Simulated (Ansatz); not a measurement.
System: C$_{5}$H$_{7}$NSi, charge 0, multiplicity 1. 
Structure (B3LYP-D3(BJ)/def2-TZVP (Ansatz, a program for electronic structure) minimum search):
```xyz
14

Si     2.3272    -0.1405     0.0576
C      0.4550    -0.0234     0.0252
C     -0.1995     1.1549    -0.3397
C     -1.5883     1.1855    -0.3748
N     -2.3544     0.1377    -0.0733
C     -1.7359    -0.9888     0.2789
C     -0.3537    -1.1165     0.3431
H      2.8419    -0.5555    -1.2690
H      2.7405    -1.1456     1.0633
H      2.8986     1.1832     0.3951
H      0.3579     2.0490    -0.5917
H     -2.1086     2.0952    -0.6558
H     -2.3752    -1.8305     0.5244
H      0.0789    -2.0629     0.6442
```

Dipole moments at this geometry, in debye (magnitudes).

| level | program | dipole (D) |
|---|---|---|
| PBE/def2-TZVPD | Ansatz | 1.59 |
| r2SCAN/def2-TZVPD | Ansatz | 1.61 |
| B97M-V/def2-TZVPD | Ansatz | 1.37 |
| PBE0/def2-TZVPD | Ansatz | 1.65 |
| BHLYP/def2-TZVPD | Ansatz | 1.74 |
| r2SCANh/def2-TZVPD | Ansatz | 1.64 |
| HSE06/def2-TZVPD | Ansatz | [?] |
| CAM-B3LYP/def2-TZVPD | Ansatz | 1.76 |
| wB97X-V/def2-TZVPD | Ansatz | 1.71 |
| CCSD(T)/aug-cc-pV(D+d)Z | Ansatz | [?] |

Question: What belongs in the gaps?

Answer: 
- HSE06/def2-TZVPD, dipole (D): 1.65
- CCSD(T)/aug-cc-pV(D+d)Z, dipole (D): 1.65
